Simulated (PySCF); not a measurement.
Job file and geometry (Å, from PBE0-D3(BJ)/def2-SVP) of an NMR shielding run on `InChI=1S/C5H9ClSi2/c1-2-5-7-4-8(5)3-6/h1,5,8H,3-4,7H2/t5-,8+/m1/s1`, PySCF 2.14.0, density-fitted response routines, GIAO B97-2/pcSseg-1 NMR shielding, non-relativistic, gas phase; density fitting, a coarse starting grid and PySCF grid level 2 are the driver's defaults:

```
$ OMP_NUM_THREADS=1 python probes_run.py task.json out

{"job": {"kind": "nmr", "xc": "B97-2", "basis": "pcSseg-1", "pop": false}, "charge": 0, "multiplicity": 1}
C     -2.057543    -2.040635    -1.130100
C     -1.663947    -1.239813    -0.306517
C     -1.143999    -0.284963     0.634207
Si    -0.961415     1.570420     0.146463
C      0.735099     1.646968     0.997236
Si     0.749257    -0.244803     0.971417
C      1.653157    -0.885851    -0.555695
Cl     3.378024    -0.407715    -0.452147
H     -2.423971    -2.743538    -1.854276
H     -1.681899    -0.332200     1.599731
H     -0.866105     1.719736    -1.335229
H     -2.027768     2.469390     0.681801
H      0.667292     2.050479     2.020642
H      1.563295     2.147228     0.475603
H      1.227668    -0.961880     2.190262
H      1.233405    -0.459995    -1.479032
H      1.600451    -1.980906    -0.638887
```

Question: Write the output of this run.

Answer: 
```
coarse grid: 15888 points
cycle   1  E = -1234.9007751018  dE =  7.542e-01  |g| = 5.076e-01  |ddm| = 4.006e+00
cycle   2  E = -1234.8913184041  dE =  9.457e-03  |g| = 5.369e-01  |ddm| = 1.176e+00
cycle   3  E = -1234.9694478662  dE = -7.813e-02  |g| = 6.198e-02  |ddm| = 6.427e-01
cycle   4  E = -1234.9702350454  dE = -7.872e-04  |g| = 3.308e-02  |ddm| = 1.007e-01
cycle   5  E = -1234.9704615250  dE = -2.265e-04  |g| = 1.509e-02  |ddm| = 3.951e-02
cycle   6  E = -1234.9705138690  dE = -5.234e-05  |g| = 4.575e-03  |ddm| = 1.552e-02
cycle   7  E = -1234.9705194471  dE = -5.578e-06  |g| = 8.965e-04  |ddm| = 5.129e-03
final grid: 139992 points
cycle   8  E = -1234.9982532261  dE = -5.319e-05  |g| = 5.853e-03  |ddm| = 4.478e-02
cycle   9  E = -1234.9982528645  dE =  3.616e-07  |g| = 4.227e-03  |ddm| = 7.952e-03
cycle  10  E = -1234.9982547076  dE = -1.843e-06  |g| = 2.561e-03  |ddm| = 5.894e-03
cycle  11  E = -1234.9982563502  dE = -1.643e-06  |g| = 4.774e-04  |ddm| = 2.247e-03
cycle  12  E = -1234.9982564046  dE = -5.445e-08  |g| = 7.935e-05  |ddm| = 5.065e-04
cycle  13  E = -1234.9982564060  dE = -1.360e-09  |g| = 3.670e-05  |ddm| = 1.138e-04
cycle  14  E = -1234.9982564063  dE = -3.452e-10  |g| = 4.766e-06  |ddm| = 3.757e-05
converged SCF energy = -1234.9982564063

GIAO shielding tensors (ppm)
atom      isotropic    diamagn.    paramagn.     s11        s22        s33       span
  0 C      115.060     259.553    -144.492     41.617     52.960    250.604    208.987
  1 C      103.083     252.786    -149.703      3.613     11.242    294.394    290.781
  2 C      179.852     264.217     -84.364    162.217    172.552    204.788     42.571
  3 Si     380.432     880.133    -499.701    350.153    369.111    422.034     71.881
  4 C      191.484     259.568     -68.084    182.571    192.375    199.505     16.934
  5 Si     367.355     881.255    -513.900    339.330    371.953    390.783     51.453
  6 C      151.716     253.275    -101.559    130.289    135.392    189.466     59.177
  7 Cl     944.199    1145.861    -201.662    825.225    901.580   1105.792    280.567
  8 H       29.615      33.682      -4.067     24.194     24.689     39.962     15.767
  9 H       29.627      29.343       0.284     24.556     29.250     35.074     10.518
 10 H       26.707      29.488      -2.781     24.601     24.679     30.841      6.241
 11 H       26.426      28.473      -2.047     22.671     24.261     32.345      9.673
 12 H       31.047      29.953       1.093     26.830     27.720     38.590     11.760
 13 H       30.805      30.509       0.296     25.698     28.775     37.943     12.245
 14 H       26.466      29.054      -2.588     23.087     24.405     31.907      8.820
 15 H       28.170      31.666      -3.497     22.691     27.427     34.391     11.701
 16 H       28.057      29.955      -1.898     21.589     28.121     34.462     12.873
```

Size and cost of the density-fitted run: 202 basis functions, 33 s wall time on 1 thread of an Arm Neoverse V2, shared host; peak memory 1.1 GiB.
